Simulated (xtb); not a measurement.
Job for xtb: GFN1-xTB on HInO (SMILES [OH][In]).

```
$ xtb mol.xyz --gfn 1 --sp --chrg 0 --uhf 0
3

In    -0.51600680     0.00000000    -1.49364196
O      0.44741837    -0.00000000     0.30255815
H      0.06858842     0.00000000     1.19108381
```

It printed:

```
[...]
           -------------------------------------------------
          |                Calculation Setup                |
           -------------------------------------------------



           -------------------------------------------------
          |                 G F N 1 - x T B                 |
           -------------------------------------------------

        Reference                      10.1021/acs.jctc.7b00118
      * Hamiltonian:
        H0-scaling (s, p, d)           1.850000    2.250000    2.000000
        zeta-weighting                 0.000000
      * Dispersion:
        s8                             2.400000
        a1                             0.630000
        a2                             5.000000
        s9                             0.000000
      * Repulsion:
        kExp                           1.500000
        rExp                           1.000000
      * Coulomb:
        alpha                          2.000000
        third order                    atomic
        anisotropic                    false
      * Halogen bond correction:
        rad-scale                      1.300000
        damping                        0.440000


          ...................................................
          :                      SETUP                      :
          :.................................................:
          :  # basis functions                  16          :
          :  # atomic orbitals                  15          :
          :  # shells                            7          :
          :  # electrons                        10          :
          :  # halogen bonds                     0          :
          :  max. iterations                   250          :
          :  Hamiltonian                  GFN1-xTB          :
          :  restarted?                      false          :
          :  GBSA solvation                  false          :
          :  PC potential                    false          :
          :  electronic temp.          300.0000000     K    :
          :  accuracy                    1.0000000          :
          :  -> integral cutoff          0.2500000E+02      :
          :  -> integral neglect         0.1000000E-07      :
          :  -> SCF convergence          0.1000000E-05 Eh   :
          :  -> wf. convergence          0.2000000E-04 e    :
          :  Broyden damping             0.4000000          :
          :  net charge                          0          :
          :  unpaired electrons                  0          :
          ...................................................

 iter      E             dE          RMSdq      gap      omega  full diag
   1     -6.8207505 -0.682075E+01  0.593E+00    7.77       0.0  T
   2     -6.8252380 -0.448743E-02  0.320E+00    7.06       1.0  T
   3     -6.8252557 -0.177700E-04  0.524E-01    6.98       1.0  T
   4     -6.8252732 -0.174387E-04  0.234E-02    7.03       2.5  T
   5     -6.8252737 -0.541737E-06  0.629E-03    7.02       9.2  T
   6     -6.8252738 -0.104026E-06  0.203E-04    7.03     283.8  T
   7     -6.8252738 -0.125885E-09  0.123E-05    7.03    4705.5  T
   8     -6.8252738 -0.225597E-12  0.575E-08    7.03  100000.0  T

   *** convergence criteria satisfied after 8 iterations ***

         #    Occupation            Energy/Eh            Energy/eV
      -------------------------------------------------------------
         1        2.0000           -0.6840192             -18.6131
         2        2.0000           -0.6096041             -16.5882
         3        2.0000           -0.4785346             -13.0216
         4        2.0000           -0.4112968             -11.1920
         5        2.0000           -0.3943320             -10.7303 (HOMO)
         6                         -0.1360699              -3.7027 (LUMO)
         7                         -0.1331533              -3.6233
         8                         -0.1330408              -3.6202
         9                         -0.1318666              -3.5883
        10                         -0.1237414              -3.3672
       ...                                ...                  ...
        15                          0.4846084              13.1869
      -------------------------------------------------------------
                  HL-Gap            0.2582621 Eh            7.0277 eV
             Fermi-level           -0.2652009 Eh           -7.2165 eV

 SCC (total)                   0 d,  0 h,  0 min,  0.002 sec
 SCC setup                      ...        0 min,  0.000 sec (  2.979%)
 Dispersion                     ...        0 min,  0.000 sec (  1.296%)
 classical contributions        ...        0 min,  0.000 sec (  0.700%)
 integral evaluation            ...        0 min,  0.001 sec ( 25.384%)
 iterations                     ...        0 min,  0.001 sec ( 37.932%)
 molecular gradient             ...        0 min,  0.001 sec ( 26.124%)
 printout                       ...        0 min,  0.000 sec (  5.068%)

         :::::::::::::::::::::::::::::::::::::::::::::::::::::
         ::                     SUMMARY                     ::
         :::::::::::::::::::::::::::::::::::::::::::::::::::::
         :: total energy              -6.805335149821 Eh    ::
         :: gradient norm              0.045596428685 Eh/a0 ::
         :: HOMO-LUMO gap              7.027669286269 eV    ::
         ::.................................................::
         :: SCC energy                -6.825273811674 Eh    ::
         :: -> electrostatic           0.079477242185 Eh    ::
         :: repulsion energy           0.020361611442 Eh    ::
         :: dispersion energy         -0.000422949589 Eh    ::
         :: halogen bond corr.         0.000000000000 Eh    ::
         :: add. restraining           0.000000000000 Eh    ::
         :: total charge               0.000000000000 e     ::
         :::::::::::::::::::::::::::::::::::::::::::::::::::::

           -------------------------------------------------
          |                Property Printout                |
           -------------------------------------------------

    * Orbital Energies and Occupations

         #    Occupation            Energy/Eh            Energy/eV
      -------------------------------------------------------------
         1        2.0000           -0.6840192             -18.6131
         2        2.0000           -0.6096041             -16.5882
         3        2.0000           -0.4785346             -13.0216
         4        2.0000           -0.4112968             -11.1920
         5        2.0000           -0.3943320             -10.7303 (HOMO)
         6                         -0.1360699              -3.7027 (LUMO)
         7                         -0.1331533              -3.6233
         8                         -0.1330408              -3.6202
         9                         -0.1318666              -3.5883
        10                         -0.1237414              -3.3672
        11                         -0.1028677              -2.7992
        12                         -0.0937919              -2.5522
        13                         -0.0152839              -0.4159
        14                          0.2444449               6.6517
        15                          0.4846084              13.1869
      -------------------------------------------------------------
                  HL-Gap            0.2582621 Eh            7.0277 eV
             Fermi-level           -0.2652009 Eh           -7.2165 eV

  Mulliken/CM5 charges         n(s)   n(p)   n(d)
     1In    0.42446  0.46755   1.962  0.551  0.064
     2O    -0.71771 -0.92892   1.642  5.075  0.000
     3H     0.29326  0.46138   0.707  0.000  0.000

Wiberg/Mayer (AO) data.
largest (>0.10) Wiberg bond orders for each atom
Note: The following floating-point exceptions are signalling: IEEE_DENORMAL
normal termination of xtb

 ---------------------------------------------------------------------------
     #   Z sym  total        # sym  WBO       # sym  WBO       # sym  WBO
 ---------------------------------------------------------------------------
     1  49 In   1.025 --     2 O    1.002
     2   8 O    1.899 --     1 In   1.002     3 H    0.897
     3   1 H    0.920 --     2 O    0.897
 ---------------------------------------------------------------------------

Topologies differ in total number of bonds
Writing topology from bond orders to xtbtopo.mol

 dipole moment from electron density (au)
     X       Y       Z
  -1.1950  -0.0000  -0.7546  total (Debye):    3.592


           -------------------------------------------------
          | TOTAL ENERGY               -6.805335149821 Eh   |
          | GRADIENT NORM               0.045596428685 Eh/α |
          | HOMO-LUMO GAP               7.027669286269 eV   |
           -------------------------------------------------

------------------------------------------------------------------------
------------------------------------------------------------------------
 total:
 SCF:
```

The run finished.

Cost: very roughly 0.020 core-seconds.
